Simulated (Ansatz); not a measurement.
Mulliken charges of CH$_{3}$AuO, SMILES `C[O][Au]` from B3LYP/def2-TZVPP in Ansatz (PBE0-D4/def2-TZVP geometry).

```json
{"atom": "C1", "x (Å)": "0.455", "y (Å)": "-0.207", "z (Å)": "0.072", "charge (e)": "-0.098"}
{"atom": "O2", "x (Å)": "-0.288", "y (Å)": "0.774", "z (Å)": "-0.594", "charge (e)": "-0.468"}
{"atom": "Au3", "x (Å)": "-2.214", "y (Å)": "0.766", "z (Å)": "-0.242", "charge (e)": "0.279"}
{"atom": "H4", "x (Å)": "0.173", "y (Å)": "-1.231", "z (Å)": "-0.204", "charge (e)": "0.094"}
{"atom": "H5", "x (Å)": "1.497", "y (Å)": "-0.052", "z (Å)": "-0.242", "charge (e)": "0.099"}
{"atom": "H6", "x (Å)": "0.420", "y (Å)": "-0.114", "z (Å)": "1.164", "charge (e)": "0.094"}
```

Problem. By hand: the dipole of these point charges (1 e Å = 4.8032 D).

Solution. Σ q r = (-0.324, -0.260, 0.270) e Å, of length 0.495 e Å = 2.38 D.

Problem. How does the dipole of the full density compare? (Estimate.)

Solution. Ansatz gave: (-0.330, -0.174, 0.201) e Å, 2.04 D; the point charges give 1.17 times that, at 11° from its direction.

Point charges leave out the atoms' own dipoles, such as those of lone pairs, and Mulliken's split depends on the basis, so the two needn't agree.

B3LYP here is the variant with VWN-RPA as its local correlation; programs differ in this.
